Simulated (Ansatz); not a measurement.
Calculated with Ansatz (gas phase, PBE0-D4/def2-TZVP geometries, no zero-point term in ΔE). CBS: MP2 limit from def2 TZ/QZ plus the TZ coupled-cluster correction, frozen cores. This one scheme is used for every species. DFT in def2-TZVPP. B3LYP here is the variant with VWN-RPA as its local correlation; programs differ in this. For Ga, Ge outer-core shells are correlated without core-valence functions, which leaves a few kJ/mol of doubt a bond. Scalar relativity is left out up to krypton. Each species was taken in one conformer, which may not be the lowest.

Reaction (ligand exchange at a Ga–C bond): `[CH3][Ga]([CH3])[CH]=O` + `C[C](=N)[GeH3]` → `C/[C]([GeH3])=[N]\[Ga]([CH3])[CH3]` + `C=O`

| level | ΔE (kJ/mol) | difference from CCSD(T)/CBS |
| --- | --- | --- |
| PBE-D4 | -51.6 | 5.7 |
| ωB97M-V | -50.7 | 6.6 |
| PBE0 | -49.1 | 8.2 |
| B3LYP | -52.4 | 4.9 |
| SCS-MP2/def2-TZVPP | -62.9 | -5.6 |
| CCSD(T)/def2-TZVPP | -59.0 | -1.7 |
| HF/def2-QZVPP | -56.0 | 1.3 |
| MP2/def2-QZVPP | -64.6 | -7.3 |
| SCS-MP2/def2-QZVPP | -61.6 | -4.3 |
| HF/CBS(def2) | -55.9 | 1.4 |
| CCSD(T)/CBS | -57.3 | 0 |

Largest T1 diagnostic among the species: 0.015.

The D4 term adds −7.1 kJ/mol with B3LYP and −4.5 kJ/mol with PBE0; it sums over pairs of atoms, weighted by their polarisabilities, and B3LYP, whose exchange is more repulsive, gets the larger term.
